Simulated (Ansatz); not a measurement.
```yaml
crystal:
  periodic: [false, false, false]
  atoms:
    - {symbol: C, position_ang: [0.501120, -1.776857, -0.090079]}
    - {symbol: O, position_ang: [-0.390170, -0.833743, 0.433560]}
    - {symbol: Xx, position_ang: [-0.532812, 0.988192, 0.481401]}
    - {symbol: O, position_ang: [-2.155524, 1.213840, 0.707076]}
    - {symbol: O, position_ang: [-0.104071, 0.862727, -1.363031]}
    - {symbol: F, position_ang: [0.057236, 2.744615, 0.222807]}
    - {symbol: F, position_ang: [0.376508, 1.097576, 2.092947]}
    - {symbol: H, position_ang: [1.404537, -1.822267, 0.525045]}
    - {symbol: H, position_ang: [0.767430, -1.477744, -1.109548]}
    - {symbol: H, position_ang: [0.014631, -2.753249, -0.101091]}
    - {symbol: H, position_ang: [0.126417, 1.699909, -1.778586]}
basis:
  gaussian: {orbitals: def2-TZVP}
hamiltonian: {xc: {name: B2GP-PLYP}}
accuracy: high
output: {forces: true}
```

```sh
$ ansatz run in.yaml --threads 4 --pin off --events-out ev --progress --plain --max-ram 11315MiB
```

It prints (some lines left out):

```
Error: YAML parse error: error: line 6 column 16: `Xx` is not an element symbol (H … Og, case-exact)
 --> <input>:6:16
4 |     - {symbol: C, position_ang: [0.501120, -1.776857, -0.090079]}
5 |     - {symbol: O, position_ang: [-0.390170, -0.833743, 0.433560]}
6 |     - {symbol: Xx, position_ang: [-0.532812, 0.988192, 0.481401]}
7 |     - {symbol: O, position_ang: [-2.155524, 1.213840, 0.707076]}
8 |     - {symbol: O, position_ang: [-0.104071, 0.862727, -1.363031]}
```

Question: What is wrong with this run?

Answer: An element symbol is wrong. The input was rejected before any iteration.
